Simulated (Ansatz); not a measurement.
Reactions of C₂H₅NO (`CC(=N)O`).

Computed with Ansatz on PBE0-D4/def2-TZVP structures; ΔE is electronic, products minus reactants. CCSD(T)/CBS adds triple-zeta CCSD(T) − MP2 to the extrapolated MP2 energy (def2 sets, frozen cores). This one scheme is used for every species. DFT in def2-TZVPP. B3LYP here is the variant with VWN-RPA as its local correlation; programs differ in this. For Ge outer-core shells are correlated without core-valence functions, which leaves a few kJ/mol of doubt a bond. Scalar relativity is left out up to krypton. One conformer a species, not always the lowest.

| reaction | CCSD(T)/CBS(def2) (kJ/mol) |
| --- | --- |
| `CC(=N)O` + ethylene → `C=CC(C)=N` + H₂O | 4 |
| `CC(=N)O` + CH₃OH → `COC(=N)O` + CH₄ | -8 |
| `CC(=N)O` + CH₃NH₂ → `CNC(=N)O` + CH₄ | -19 |
| `CC(=N)O` + `[OH][GeH]([F])[SH]` → `C[O][GeH]([F])[SH]` + `N=CO` | 81 |
| `CC(=N)O` + CH₄ → `CC(C)=N` + H₂O | ? |

Fill in the missing values. (Estimate.)

The calculation gave: `CC(=N)O` + CH₄ → `CC(C)=N` + H₂O: +20.5 kJ/mol.

Largest T1 diagnostic: 0.014, for `N=CO`.
